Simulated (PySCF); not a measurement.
NP, SMILES P#N. Atoms are numbered in the order given.

```xyz
2

N      0.0000     0.0000    -1.0105
P      0.0000     0.0000     0.4716
```

Geometry optimised at B3LYP-D3(BJ)/def2-TZVPD.

The numbers are results of PBE/def2-TZVPD (PySCF), not measurements.

Mulliken values depend strongly on the basis, most of all with diffuse functions as here. Atomic charges (e):

| atom | Mulliken | meta-Löwdin |
|---|---|---|
| N1 | -0.21 | -0.44 |
| P2 | 0.21 | 0.44 |
